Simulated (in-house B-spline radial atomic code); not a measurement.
The numbers below are computed, except where a source is named.
## Correlation energy from the adiabatic connection: −V exp(−r²/w²), V = 21.6, w = 3.07

Two electrons in a singlet, external potential −V exp(−r²/w²), V = 21.6, w = 3.07 (atomic units). Full CI in B-splines (partial waves to l = 8, correlation up to 0.6 % small) with the density held fixed gives W(λ) = <V_ee>_λ − U, and E_c is the integral of W(λ) − W(0) from 0 to 1.

```tsv
λ	W(λ) − W(0) (hartree)
0	0.00000
0.02	-0.00198
0.05	-0.00491
0.12	-0.01161
0.25	-0.02352
0.4	-0.03646
0.6	-0.05249
0.8	-0.06725
1	-0.08087
```

Question: Integrate the table by the trapezoid rule.

Answer: The strips give -0.00002, -0.00010, -0.00058, -0.00228, -0.00450, -0.00889, -0.01197, -0.01481, which sum to -0.04316 hartree. The direct value, W(1) − W(0) + T_c with T_c = 0.03763, is -0.04324; the curve is convex, so chords lie above it and the trapezoids fall short in size by 0.18 %.

Question: Now use only three numbers: W(0) = -1.0774, the initial slope W'(0) = -0.09929 (extrapolated from the first points) and the strong-coupling limit of the point-charge-plus-continuum model, W∞ = -1.4765. What do second-order theory and the interpolation W(λ) = W∞ + (W(0) − W∞)/√(1 + 2χλ) of Seidl, Perdew and Levy give?

Answer: Second order keeps the slope alone: E_c = W'(0)/2 = -0.04965, +15 % in size against -0.04324. Matching the slope fixes χ = W'(0)/(W∞ − W(0)) = -0.09929/(-0.39910) = 0.24878. Integrating, with s = √(1 + 2χ) = 1.223752, E_c = −(W(0) − W∞)(s − 1)/(s + 1) = −0.39910 × 0.223752/2.223752 = -0.04016 hartree, -7.1 % in size against the full result. At λ = 1 the formula gives W − W(0) = -0.07297 against -0.08087. Part of the miss can come from the model's W∞.
